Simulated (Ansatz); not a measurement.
`Cl[CH2][SnH3]` + `C[CH2][AlH2]` → `C[CH]([AlH2])CCl` + `[SnH4]`  (formal exchange of groups at a C–Sn bond)

Isolated molecules relaxed with PBE0-D4/def2-TZVP in Ansatz; ΔE leaves out vibrations. CCSD(T)/CBS is the MP2 limit (def2-TZVPP, def2-QZVPP) plus CCSD(T) − MP2 in def2-TZVPP, frozen cores. DFT in def2-TZVPP. def2 core potentials past Kr. For Sn outer-core shells are correlated without core-valence functions, which leaves a few kJ/mol of doubt a bond. Each species was taken in one conformer, which may not be the lowest.

Question: Is it downhill or uphill in electronic energy at CCSD(T)/CBS, and by how much? (Best estimate.)

Answer: The calculation gave: Uphill: ΔE = +9.4 kJ/mol.

Question: What do these levels give: PBE0-D4, PBE0, CCSD/def2-TZVPP, HF/def2-QZVPP, HF/CBS(def2), MP2/CBS(def2)? (Estimate.)

Answer: Computed: PBE0-D4 1.4, PBE0 4.5, CCSD/def2-TZVPP 5.0, HF/def2-QZVPP 7.1, HF/CBS(def2) 7.2, MP2/CBS(def2) 11.3 kJ/mol.

Largest T1 diagnostic among the species: 0.013.

The D4 term adds −5.3 kJ/mol with B3LYP and −3.1 kJ/mol with PBE0; it sums over pairs of atoms, weighted by their polarisabilities, and B3LYP, whose exchange is more repulsive, gets the larger term.

B3LYP here is the variant with VWN-RPA as its local correlation; programs differ in this.
